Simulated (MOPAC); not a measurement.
A run for MOPAC: PM6 on SnB, 2S+1 = 4, a spin state set in the input, which need not be the lowest, a point of a bond scan (R = 2.022 Å).

```
PM6 1SCF PRECISE CHARGE=0 UHF MS=1.5 THREADS=1
BSn

B      0.00000000 1     0.00000000 1     0.00000000 1
Sn     0.00000000 1     0.00000000 1     2.02200700 1
```

Program output:

```
*******************************************************************************
 **                                                                           **
 **                              MOPAC v23.2.5                                **
 **                                                                           **
 *******************************************************************************
 ** MOPAC's Digital Object Identifier: https://doi.org/10.5281/zenodo.6511958 **
 **                                                                           **
 ** Please cite the open-source release paper for use of this MOPAC version:  **
 ** J. E. Moussa and J. J. P. Stewart (2026)                                  **
 ** MOPAC: An open-source semiempirical molecular orbital program             **
 ** J. Open Source Softw., 11(119), 8025, https://doi.org/10.21105/joss.08025 **
 *******************************************************************************

                              PM6 CALCULATION RESULTS

 *******************************************************************************
 *  PM6        - The PM6 Hamiltonian to be used
 *  UHF        - UNRESTRICTED HARTREE-FOCK CALCULATION
 *
 *
 *
 *                 CHARGE ON SYSTEM = 0
 *
 *
 *
 *  MS=        - IN MECI, MAGNETIC COMPONENT OF SPIN =  1.5
 *  PRECISE    - TIGHTER CRITERIA TO BE USED
 *  1SCF       - DO 1 SCF AND THEN STOP
 *  THREADS=1  - MULTI-THREADING NOT USED
 *  T=         - A TIME OF 172800.0 SECONDS REQUESTED
 *  DUMP=N     - RESTART FILE WRITTEN EVERY 7200.0 SECONDS REQUESTED
 *******************************************************************************
PM6 1SCF PRECISE CHARGE=0 UHF MS=1.5 THREADS=1
 BSn

   ATOM   CHEMICAL          X               Y               Z
  NUMBER   SYMBOL      (ANGSTROMS)     (ANGSTROMS)     (ANGSTROMS)

     1       B          0.00000000  *   0.00000000  *   0.00000000  *
     2      Sn          0.00000000  *   0.00000000  *   2.02200700  *



          CARTESIAN COORDINATES

    NO.       ATOM           X           Y           Z

     1         B          0.0000      0.0000      0.0000
     2        Sn          0.0000      0.0000      2.0220

 General Reference for PM6:
 "Optimization of Parameters for Semiempirical Methods V: Modification of NDDO Approximations
 and Application to 70 Elements", J. J. P. Stewart, J. Mol. Mod., 13, 1173-1213 (2007)
 URL: https://link.springer.com/article/10.1007/s00894-007-0233-4

           Empirical Formula: B Sn  =     2 atoms



      MOLECULAR POINT GROUP   :   C*v


          UHF CALCULATION, NO. OF ALPHA ELECTRONS =    5
                           NO. OF BETA  ELECTRONS =    2

 -------------------------------------------------------------------------------
 PM6 1SCF PRECISE CHARGE=0 UHF MS=1.5 THREADS=1
 BSn



     1SCF WAS SPECIFIED, SO BFGS WAS NOT USED
     SCF FIELD WAS ACHIEVED


                              PM6 CALCULATION
                                                       MOPAC v23.2.5 Linux




          FINAL HEAT OF FORMATION =        246.80029 KCAL/MOL =    1032.61242 KJ/MOL


          COSMO AREA              =         97.18 SQUARE ANGSTROMS
          COSMO VOLUME            =         86.33 CUBIC ANGSTROMS

          IONIZATION POTENTIAL    =          7.655064 EV
          ALPHA SOMO LUMO (EV)    =         -7.655 -0.476
          BETA  SOMO LUMO (EV)    =         -9.678 -1.201
          NO. OF ALPHA ELECTRONS  =          5
          NO. OF BETA  ELECTRONS  =          2
          MOLECULAR WEIGHT        =        129.5000         POINT GROUP:  C*v

          MOLECULAR DIMENSIONS (Angstroms)

            Atom       Atom       Distance
           Sn     2    B     1     2.02201
           Sn     2    B     1     0.00000
            B     1   Sn     2     0.00000


          SCF CALCULATIONS        =          1





   ATOM   CHEMICAL          X               Y               Z
  NUMBER   SYMBOL      (ANGSTROMS)     (ANGSTROMS)     (ANGSTROMS)

     1       B          0.00000000  *   0.00000000  *   0.00000000  *
     2      Sn          0.00000000  *   0.00000000  *   2.02200700  *

                             CARTESIAN COORDINATES

   1    B        0.000000000     0.000000000     0.000000000
   2   Sn        0.000000000     0.000000000     2.022007000


           Empirical Formula: B Sn  =     2 atoms



      MOLECULAR POINT GROUP   :   C*v


          ALPHA EIGENVALUES
 -16.17824 -11.45791  -8.04327  -7.65506  -7.65506  -0.47580  -0.47580   1.71669


           BETA EIGENVALUES
 -14.84233  -9.67798  -1.20075  -1.12362  -1.12362   1.10429   1.10429   2.54478


              NET ATOMIC CHARGES AND DIPOLE CONTRIBUTIONS

  ATOM NO.   TYPE          CHARGE      No. of ELECS.   s-Pop       p-Pop
    1          B           0.007921        2.9921     1.73060     1.26148
    2         Sn          -0.007921        4.0079     1.89077     2.11715
 DIPOLE           X         Y         Z       TOTAL
 POINT-CHG.     0.000     0.000    -0.077     0.077
 HYBRID        -0.000    -0.000    -1.216     1.216
 SUM           -0.000    -0.000    -1.293     1.293


          ATOMIC ORBITAL ELECTRON POPULATIONS

     Atom    s        px        py        pz
    1  B   1.73060   0.33108   0.33108   0.59931
    2 Sn   1.89077   0.66892   0.66892   0.77931


                    (SZ)    =    1.500000
                    (S**2)  =    3.761655


          ATOMIC ORBITAL SPIN POPULATIONS

    Atom   Total    s     px     py     pz
         Atomic
    1  B  1.2429  0.126  0.331  0.331  0.454
    2 Sn  1.7571 -0.010  0.669  0.669  0.429

 **********************
 *                    *
 * JOB ENDED NORMALLY *
 *                    *
 **********************




 == MOPAC DONE ==
```

The run finished.

Cost: very roughly 0.020 core-seconds.
